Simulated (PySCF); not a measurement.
A survey of 29Si NMR shifts

All values are calculated (PySCF 2.14.0 with density-fitted response routines): σ from GIAO-PBE0/pcSseg-1, GFN2-xTB structure. Fast rotation and ring inversion assumed for equivalent nuclei, relativity neglected, one conformer, gas phase.

Shieldings were converted by a linear fit to measured shifts: 29Si (scatter 8.9 ppm rms, 25.8 ppm with the 6 outliers that the fit left out vs TMS, solution or neat liquid). A few per cent of atoms miss by over 2 rms, more outside the fitted compound classes.

**Question.** Give the 29Si shifts of `CC[Si@H](F)S[SiH2]F`, `O=C([SiH3])C[SiH3]`, `CN[SiH2]S[SiH](C)C`, `N#C[SiH](N)C#N`, `Cc1ncnnc1S[SiH3]`, `CS[SiH](O)O`.

**Answer.** 
```json
{"compound": "[CH3:1][CH2:2][Si@H:3]([F:4])[S:5][SiH2:6][F:7]", "environment": "Si3: silicon bonded to C, F, S, H", "δ (ppm)": "12.9"}
{"compound": "[CH3:1][CH2:2][Si@H:3]([F:4])[S:5][SiH2:6][F:7]", "environment": "Si6: silicon bonded to F, S, 2 H", "δ (ppm)": "-1.9"}
{"compound": "[O:1]=[C:2]([SiH3:3])[CH2:4][SiH3:5]", "environment": "Si5: silicon bonded to C, 3 H", "δ (ppm)": "-63.6"}
{"compound": "[O:1]=[C:2]([SiH3:3])[CH2:4][SiH3:5]", "environment": "Si3: silicon bonded to C, 3 H", "δ (ppm)": "-80.6"}
{"compound": "[CH3:1][NH:2][SiH2:3][S:4][SiH:5]([CH3:6])[CH3:7]", "environment": "Si5: silicon bonded to 2 C, S, H", "δ (ppm)": "-9.6"}
{"compound": "[CH3:1][NH:2][SiH2:3][S:4][SiH:5]([CH3:6])[CH3:7]", "environment": "Si3: silicon bonded to N, S, 2 H", "δ (ppm)": "-30.8"}
{"compound": "N#C[SiH](N)C#N", "environment": "silicon bonded to 2 C, N, H", "δ (ppm)": "-69.6"}
{"compound": "Cc1ncnnc1S[SiH3]", "environment": "silicon bonded to S, 3 H", "δ (ppm)": "-70.9"}
{"compound": "CS[SiH](O)O", "environment": "silicon bonded to 2 O, S, H", "δ (ppm)": "-25.3"}
```

**Question.** Order these by 29Si shift, lowest first.
A. O=Cc1pcncc1[SiH3]
B. CC(C)=C[SiH2][C@@H](C)F
C. FC[SiH](P)P

**Answer.** A (-64.9 ppm, silicon bonded to C, 3 H), B (-51.7 ppm, silicon bonded to 2 C, 2 H), C (-27.4 ppm, silicon bonded to C, 2 P, H).
